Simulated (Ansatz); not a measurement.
The same path of C₂H₅BFN (10 atoms, charge 0, multiplicity 1) was run twice with different band settings. The coordinate that changes most is the dihedral H8–C2–C3–F5.

These are results of Ansatz, RKS PBE0-D4/def2-SVP, not measurements.

Relaxed end points:

```xyz
10
Properties=species:S:1:pos:R:3
B -1.664 0.270 0.904
C -0.547 -0.413 0.159
C 0.601 0.223 -0.218
N 1.649 -0.291 -0.884
F 0.809 1.499 0.056
H -1.589 1.440 1.208
H -2.659 -0.351 1.208
H -0.596 -1.469 -0.127
H 1.641 -1.255 -1.182
H 2.437 0.295 -1.120
```

```xyz
10
Properties=species:S:1:pos:R:3
B -1.498 -0.298 0.561
C -0.280 -0.932 -0.040
C 0.840 -0.216 -0.374
N 1.054 1.099 -0.263
F 1.896 -0.830 -0.889
H -1.532 0.903 0.780
H -2.478 -0.945 0.849
H -0.198 -2.002 -0.249
H 0.328 1.678 0.135
H 1.951 1.492 -0.507
```

Common settings: spring 5.0 eV/Å²; optimiser quadratic models (default); start path IDPP; force threshold 0.05 eV/Å; iteration limit 60; end points relaxed.

| run | movable images | climbing image |
| --- | --- | --- |
| 1 | 9 | yes |
| 2 | 2 | no |

(1) What does each run give, and how far can it be trusted?

Results:

(1) Run 1: converged after 9 iterations, highest image 1.182 eV above the first end. A vibrational analysis at the climbing image gives one clearly imaginary mode, 542i cm⁻¹: a first-order saddle point.
Run 2: converged after 7 iterations, highest image 0.593 eV above the first end. The dihedral H8–C2–C3–F5 jumps by 106° between images 1 and 2, so the path isn't resolved there. No image climbed, so the highest image needn't sit at the top of the path. A band with more images between the same ends climbed to 1.18 eV, so this one has probably stepped over the top. So few images can step over the top or miss a turn of the path.
